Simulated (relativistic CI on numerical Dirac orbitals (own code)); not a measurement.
Radial Dirac CI calculation of Ca²⁺.

Command:

```sh
python run_levels.py task.json out
```

Input:

```
atom Ca  Z=20  charge=2  electrons=18
nucleus A=40  rms_radius_fm=4.5209
hamiltonian dirac-coulomb  breit=on  qed=on  c_scale=1
orbitals kli  potential=per-configuration
slater_scale 1
correlation none
mixing on
grid step=0.0125 r_max=34.3
scf mixing=0.4 start=green max_iterations=150 tolerance=2e-08 node_fill=0.05
configurations
  [Ne] 3s2 3p6
  [Ne] 3s2 3p5 3d
end
```

Output:

```
SCF 1: [Ne] 3s2 3p6
 iter      energy (Ha)   residual   last orbital (Ha)
    1      -675.772343   1.29e+00     -2.67654
    2      -678.510578   5.30e-01     -2.10337
    3      -679.087322   4.20e-02     -1.81721
    4      -679.094420   3.02e-02     -1.89406
    5      -679.096109   3.45e-03     -1.86693
    6      -679.096122   2.29e-04     -1.86106
    7      -679.096126   9.08e-05     -1.86128
    8      -679.096129   2.86e-06     -1.86144
    9      -679.096129   7.00e-07     -1.86143
   10      -679.096129   4.23e-09     -1.86143
SCF 2: [Ne] 3s2 3p5 3d
 iter      energy (Ha)   residual   last orbital (Ha)
    1      -674.761301   1.29e+00     -1.43458
    2      -677.541872   5.16e-01     -0.99093
    3      -678.076027   4.71e-02     -0.81752
    4      -678.086339   2.39e-02     -0.85820
    5      -678.087586   2.78e-03     -0.84693
    6      -678.087621   4.63e-05     -0.84360
    7      -678.087624   3.35e-05     -0.84364
    8      -678.087626   2.57e-06     -0.84360
    9      -678.087626   5.43e-07     -0.84360
   10      -678.087626   1.17e-08     -0.84360
orbital energies (Ha): 1s -145.9117  2s -16.1930  2p1/2 -13.3542  2p3/2 -13.2187  3s -2.5698  3p1/2 -1.8753  3p3/2 -1.8614
configuration averages (Ha): Dirac-Coulomb, Breit, QED
  3p6                           -679.096129    0.190923    0.125936
  3p5 3d                        -678.087626    0.190183    0.125974
levels: no., configuration, term, J, E (cm-1), weight
   1 3p6                    1S   0                0.0  1.00
   2 3p5 3d                 3P*  0           199795.7  1.00
   3 3p5 3d                 3P*  1           200282.3  1.00
   4 3p5 3d                 3P*  2           201286.9  1.00
   5 3p5 3d                 3F*  4           209098.2  1.00
   6 3p5 3d                 3F*  3           210224.2  0.99
   7 3p5 3d                 3F*  2           211202.9  0.99
   8 3p5 3d                 3D*  3           225988.6  0.83
   9 3p5 3d                 1D*  2           226344.2  0.59
  10 3p5 3d                 3D*  1           227085.5  1.00
  11 3p5 3d                 3D*  2           227238.7  0.59
  12 3p5 3d                 1F*  3           228260.7  0.82
  13 3p5 3d                 1P*  1           308520.9  1.00
lowest total energy -678.779271 Ha
end: converged
```

Against the reference input this run has: nuclear radius 4.5209 fm. The reference run ends at -678.779983 Ha with Breit and QED terms. With a changed speed of light or nuclear radius the levels are not those of the real ion, and the QED model is not rescaled.

With so few configurations and no correlation, terms lie too far apart (by 10 to 50 % or more near neutrality), their order can be wrong, and levels of other configurations are missing.

Run time about 0.076 s of CPU on one thread of Neoverse-V1 (shared host).
